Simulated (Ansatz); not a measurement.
`C[O][Ti]([NH2])([NH2])[NH2]` + HCl → `[NH2][Ti]([NH2])([NH2])[Cl]` + CH₃OH  (ligand exchange at a Ti–O bond)

Program: Ansatz. Geometries: PBE0-D4/def2-TZVP. ΔE: electronic, gas phase. CBS: MP2 limit from def2 TZ/QZ plus the TZ coupled-cluster correction, frozen cores. This one scheme is used for every species. DFT in def2-TZVPP. B3LYP here is the variant with VWN-RPA as its local correlation; programs differ in this. For Ti outer-core shells are correlated without core-valence functions, which leaves a few kJ/mol of doubt a bond. Scalar relativity is left out up to krypton. One conformer a species, not always the lowest.

**Question.** Is it downhill or uphill in electronic energy at CCSD(T)/CBS, and by how much? (An estimate is asked.)

**Answer.** The calculation gave: Downhill: ΔE = -0.37 eV.

**Question.** What do these levels give: revPBE-D4, B3LYP-D4, CAM-B3LYP-D4, r2SCANh, CCSD(T)/def2-SVP, MP2/CBS(def2)? (Best estimate.)

**Answer.** Computed: revPBE-D4 -0.37, B3LYP-D4 -0.35, CAM-B3LYP-D4 -0.31, r2SCANh -0.42, CCSD(T)/def2-SVP -0.20, MP2/CBS(def2) -0.44 eV.

Largest T1 diagnostic among the species: 0.025, so the coupled-cluster value is less sure than usual.

Leaving LDA and LC-ωPBE aside and taking each functional with its dispersion term where it has one, the values, not all of them listed here, spread over 0.12 eV, from PBE-QIDH to CAM-B3LYP-D4. LDA lies +0.07 eV from PBE without D4. From PBE to PBE0 (25 % exact exchange), in def2-TZVPP and without D4, ΔE moves by −0.04 eV.
